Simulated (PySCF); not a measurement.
A GIAO shielding run with PySCF (density fitting, non-relativistic, gas phase) on `C#CCC[SiH2]F`, C₄H₇FSi:

```
$ OMP_NUM_THREADS=1 python probes_run.py task.json out

{"job": {"kind": "nmr", "xc": "PBE0", "basis": "pcSseg-1", "pop": false}, "charge": 0, "multiplicity": 1}
C      3.107957    -0.501549     0.725305
C      1.951397    -0.163346     0.846035
C      0.551659     0.226592     0.960897
C     -0.316446    -0.284369    -0.196954
Si    -2.106998     0.237438    -0.082959
F     -2.157167     1.867252    -0.051716
H      4.136776    -0.794056     0.625258
H      0.489513     1.327133     1.014110
H      0.156283    -0.142757     1.923475
H     -0.278431    -1.386826    -0.246402
H      0.088182     0.075135    -1.158463
H     -2.737715    -0.249450     1.178111
H     -2.879033    -0.228429    -1.268874
```

Hardware: 1 thread of an Arm Neoverse V2, shared host.

Problem. How large is the calculation?

Solution. 54 electrons, 144 basis functions and 768 auxiliary functions.

Problem. How long does it take, and how much memory does it need?

Solution. 14 s of wall time, with 14 SCF cycles and 5 response iterations; peak memory 0.78 GiB. Times on a shared host scatter by some tens of per cent.

Problem. And these other runs on the same molecule and hardware: GIAO shielding at B3LYP/pcSseg-1; GIAO shielding at B97-D/pcSseg-1; GIAO shielding at BLYP/pcSseg-1; GIAO shielding at BP86/pcSseg-1; GIAO shielding at HF/pcSseg-1; GIAO shielding at KT2/pcSseg-1?

Solution. B3LYP/pcSseg-1: 144 functions, 13 s; B97-D/pcSseg-1: 144 functions, 16 s; BLYP/pcSseg-1: 144 functions, 15 s; BP86/pcSseg-1: 144 functions, 15 s; HF/pcSseg-1: 144 functions, 6.6 s; KT2/pcSseg-1: 144 functions, 16 s.
